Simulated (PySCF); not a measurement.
## UHF on Nb (niobium, neutral)

Configuration: [Kr] 4d3 5s1 5p1, one real determinant (an excited configuration). Calculation: PySCF 2.14, in x2c-QZVPPall (13s8p7d3f2g, 111 functions); scalar relativity by spin-free X2C-1e.

* Total energy: -3817.223244 hartree
* One-electron energy: -5265.5776 hartree
* Hartree (Coulomb) energy: 1566.1602 hartree
* Exchange energy: -117.8058 hartree
* ⟨S²⟩: 8.7552
* ⟨L²⟩: 13.933
* Sum of ⟨r⟩: 33.19 bohr
* Sum of ⟨r²⟩: 71.29 bohr²
* Traceless quadrupole moment −½Σ⟨3z² − r²⟩ along its main axis: -11.7 e·bohr²
* Langevin diamagnetic susceptibility: -56.5 ×10⁻⁶ cm³/mol

```json
{"shell": "1s α", "electrons": "1", "mean orbital energy (hartree)": "-701.57182", "spread (hartree)": "0", "rms radius, mean of both spins (bohr)": "0.0415"}
{"shell": "1s β", "electrons": "1", "mean orbital energy (hartree)": "-701.57096", "spread (hartree)": "0", "rms radius, mean of both spins (bohr)": "0.0415"}
{"shell": "2s α", "electrons": "1", "mean orbital energy (hartree)": "-100.96944", "spread (hartree)": "0", "rms radius, mean of both spins (bohr)": "0.171"}
{"shell": "2s β", "electrons": "1", "mean orbital energy (hartree)": "-100.94887", "spread (hartree)": "0", "rms radius, mean of both spins (bohr)": "0.171"}
{"shell": "2p α", "electrons": "3", "mean orbital energy (hartree)": "-89.96286", "spread (hartree)": "0.00127", "rms radius, mean of both spins (bohr)": "0.152"}
{"shell": "2p β", "electrons": "3", "mean orbital energy (hartree)": "-89.94389", "spread (hartree)": "0.00072", "rms radius, mean of both spins (bohr)": "0.152"}
{"shell": "3s α", "electrons": "1", "mean orbital energy (hartree)": "-18.13862", "spread (hartree)": "0", "rms radius, mean of both spins (bohr)": "0.471"}
{"shell": "3s β", "electrons": "1", "mean orbital energy (hartree)": "-18.12515", "spread (hartree)": "0", "rms radius, mean of both spins (bohr)": "0.471"}
{"shell": "3p α", "electrons": "3", "mean orbital energy (hartree)": "-14.43324", "spread (hartree)": "0.00074", "rms radius, mean of both spins (bohr)": "0.478"}
{"shell": "3p β", "electrons": "3", "mean orbital energy (hartree)": "-14.41967", "spread (hartree)": "0.00109", "rms radius, mean of both spins (bohr)": "0.478"}
{"shell": "3d α", "electrons": "5", "mean orbital energy (hartree)": "-8.37316", "spread (hartree)": "0.02961", "rms radius, mean of both spins (bohr)": "0.473"}
{"shell": "3d β", "electrons": "5", "mean orbital energy (hartree)": "-8.34361", "spread (hartree)": "0.00747", "rms radius, mean of both spins (bohr)": "0.473"}
{"shell": "4s α", "electrons": "1", "mean orbital energy (hartree)": "-2.87015", "spread (hartree)": "0", "rms radius, mean of both spins (bohr)": "1.24"}
{"shell": "4s β", "electrons": "1", "mean orbital energy (hartree)": "-2.73267", "spread (hartree)": "0", "rms radius, mean of both spins (bohr)": "1.24"}
{"shell": "4p α", "electrons": "3", "mean orbital energy (hartree)": "-1.80924", "spread (hartree)": "0.00289", "rms radius, mean of both spins (bohr)": "1.39"}
{"shell": "4p β", "electrons": "3", "mean orbital energy (hartree)": "-1.62810", "spread (hartree)": "0.01257", "rms radius, mean of both spins (bohr)": "1.39"}
{"shell": "4d α", "electrons": "3", "mean orbital energy (hartree)": "-0.42439", "spread (hartree)": "0.00786", "rms radius, mean of both spins (bohr)": "2.15"}
{"shell": "5s α", "electrons": "1", "mean orbital energy (hartree)": "-0.31812", "spread (hartree)": "0", "rms radius, mean of both spins (bohr)": "3.82"}
{"shell": "5p α", "electrons": "1", "mean orbital energy (hartree)": "-0.17507", "spread (hartree)": "0", "rms radius, mean of both spins (bohr)": "4.89"}
```

⟨L²⟩ = 13.93 against 20 for a pure G term, so this real determinant mixes terms.

Densities and radii are taken from the X2C orbitals without a picture-change correction, which distorts them close to the nucleus.

Spin-orbit constants ζ (cm⁻¹) from the X2C one-electron operator on these orbitals: bare nucleus, nucleus screened by l(l+1)(2l+1)/3 electrons, and screened by the Breit-Pauli mean field of the electrons.

```json
{"shell": "2p", "bare": "522500", "screened nucleus": "497000", "mean field": "n/a"}
{"shell": "3p", "bare": "85690", "screened nucleus": "81510", "mean field": "n/a"}
{"shell": "3d", "bare": "11940", "screened nucleus": "9025", "mean field": "n/a"}
{"shell": "4p", "bare": "10580", "screened nucleus": "10060", "mean field": "n/a"}
{"shell": "4d", "bare": "731.9", "screened nucleus": "553.4", "mean field": "n/a"}
{"shell": "5p", "bare": "684.7", "screened nucleus": "651.3", "mean field": "n/a"}
```

To first order the Landé constant is A = 115.6 cm⁻¹, so the lowest level has J = 3/2 and lies 0.179 eV below the centre of the term. This holds in LS coupling only.
